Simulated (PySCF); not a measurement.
# Trend along the fourth-period p block: MC molecules

r²SCAN with double-zeta basis sets in PySCF, for the lowest determinant that a PBE0 search found; no spin–orbit coupling. De refers to high-spin ground-configuration atoms. A positive dipole means M(−)C(+).

```csv
M,basis,state (unpaired electrons),Re (Å),ωe (cm⁻¹),De (eV),μ (D)
Ga,def2-SVP,"quartet (σ ↑, π ↑↑)",1.996,559,3.47,-1.70
Ge,aug-cc-pVDZ-PP/aug-cc-pVDZ,"triplet (σ ↑, π ↑)",1.808,790,3.89,-1.82
Se,def2-SVP,singlet (closed shell),1.680,1069,6.15,-2.10
Br,def2-SVP,doublet (π ↑),1.828,731,3.73,-1.62
```

The shortest bond is that of CSe (1.680 Å), the longest that of GaC (1.996 Å).

The rows differ in basis set, which adds steps of its own.

The state changes along the series, so neighbouring rows are not always alike in their bonding.

Spin–orbit coupling is left out. States were picked by a PBE0 search and need not be the measured ground states.
